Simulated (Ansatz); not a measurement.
Diatomic SeH, multiplicity 2 (the spin of the measured ground state). No spin–orbit coupling. Se is treated without relativity.

D_e counts from the fitted minimum to each atom's lowest state at the same level, without counterpoise.

Correlated levels freeze the inner cores; with def2 sets outer-core shells near the valence are correlated too.

Run with Ansatz (Gaussian basis) for Hartree–Fock, density functionals and correlated methods. Each number belongs to the level named beside it.

PBE/def2-TZVPP gives 78.85 kcal/mol for the bond energy D_e.

Q: Predict the shift from PBE, with its sign, for: r2SCAN/def2-TZVPP, B3LYP/def2-TZVPP, wB97M-V/def2-TZVPP, B2PLYP/def2-TZVPP, CCSD(T)/def2-QZVPP.

A: r2SCAN/def2-TZVPP 0.49; B3LYP/def2-TZVPP 0.35; wB97M-V/def2-TZVPP -0.56; B2PLYP/def2-TZVPP -1.21; CCSD(T)/def2-QZVPP -0.70 kcal/mol. 2 of 5 lie above PBE; the widest gap is to B2PLYP/def2-TZVPP.

Ansatz is an electronic-structure program.
